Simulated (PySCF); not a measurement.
**Dipole response of Be (beryllium, neutral)**

[He] 2s2, closed-shell 1S. All numbers are calculated (PySCF 2.14, scalar relativity by spin-free X2C-1e, in dyall-av3z (15s9p4d2f, 76 functions)). Coupled (time-dependent) response in atomic units; α is the mean over directions.

```tsv
method	mean α (bohr³)	C₆ (like pair)	S(−4)
UHF	45.60	282.4	1433
PBE	42.89	256.9	1281
PBE0	42.96	257.9	1279
wB97X	44.76	276.4	1361
LC-wPBE	42.76	256.0	1265
```

S(−4) is the Cauchy moment in α(ω) = α(0) + S(−4) ω² + …

Reference α: 37.74 ± 0.03 bohr³ (recommended; Schwerdtfeger and Nagle, table of static dipole polarizabilities (2023 update)). Published C₆: 227.0 (Chu and Dalgarno (2004); Tang, Norbeck and Certain (1976)).

Hartree-Fock lies above the reference because it lacks correlation, which contracts the outer shell.

α(iu) at LC-wPBE:

| u (hartree) | α(iu) (bohr³) |
| --- | --- |
| 0 | 42.76 |
| 0.0500 | 39.81 |
| 0.100 | 33.03 |
| 0.200 | 19.79 |
| 0.300 | 12.02 |
| 0.500 | 5.482 |
| 0.750 | 2.754 |
| 1.00 | 1.665 |
| 1.50 | 0.8163 |
| 2.00 | 0.4945 |
| 3.00 | 0.2476 |
| 5.00 | 0.1057 |

A single London oscillator, α(iu) = α/(1 + u²/ω²), gives C₆ = (3/4) ω α². Matching the computed C₆ needs ω = 4 × 256.0 / (3 × 42.76²) = 0.187 hartree.
